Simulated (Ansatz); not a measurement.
Abridged output of a molecular run in Ansatz:

```
Functional definition: HF
676 factors; integrals over basis functions are off by at most 1.3e-3 eV
mean field evaluation 1: about -16577.5131 eV, gradient 2.4e1 eV
mean field evaluation 2: about -16577.5764 eV, gradient 2.4e1 eV
mean field evaluation 4: about -16579.1114 eV, gradient 2.7e0 eV
mean field evaluation 8: about -16579.1420 eV, gradient 1.3e-1 eV
mean field -16579.14218118 eV, -609.2722374122 hartree, gradient 1.1e-6 eV, S^2 0.000000; 0 other end points of the search recorded, 0 dependent functions left out
8 core orbitals not correlated: weight in the atoms' cores, before any rotation towards them, 1.000 or more for the frozen orbitals, at most 0.000 for the correlated occupied ones
reference -16579.14218118 eV, -609.2722374122 hartree; 11, 11 occupied and 51, 51 virtual orbitals, 676 factors
second order -12.91777147 eV of doubles, -0.00000000 eV of singles
cycle   1  -13.50842841 eV  change   -5.9e-1 eV  update   9.1e-2
cycle   2  -13.84254475 eV  change   -3.3e-1 eV  update   2.7e-2
cycle   3  -13.93298182 eV  change   -9.0e-2 eV  update   1.7e-2
cycle   4  -13.92810766 eV  change    4.9e-3 eV  update   4.9e-3
cycle   5  -13.92502849 eV  change    3.1e-3 eV  update   1.8e-3
cycle   6  -13.92538990 eV  change   -3.6e-4 eV  update   6.1e-4
cycle   7  -13.92534866 eV  change    4.1e-5 eV  update   1.7e-4
cycle   8  -13.92531160 eV  change    3.7e-5 eV  update   7.3e-5
cycle   9  -13.92533739 eV  change   -2.6e-5 eV  update   2.9e-5
cycle  10  -13.92533826 eV  change   -8.6e-7 eV  update   1.0e-5
perturbative correction -0.31032241 eV, -0.0114041383 hartree
Total energy: -16593.37784185 eV, -609.7953882925 hartree
```

Its atoms:

Z-matrix (Å, degrees):
```
B
B 1 1.693
F 1 1.325 2 120.9
H 1 1.205 2 123.0 3 179.5
Cl 2 1.745 1 118.0 3 -92.3
H 2 1.195 1 125.8 3 90.2
```

(1) Which basis set was used?
A. def2-SVP
B. def2-TZVPP
C. cc-pV(T+d)Z
D. def2-TZVPPD

(2) Write the keys of the input that set method, charge and spin (a neutral closed shell needs none for the last two).

Results:

(1) A. It gives 70 functions.

(2) 
```yaml
correlation: {method: ccsd_t}
```
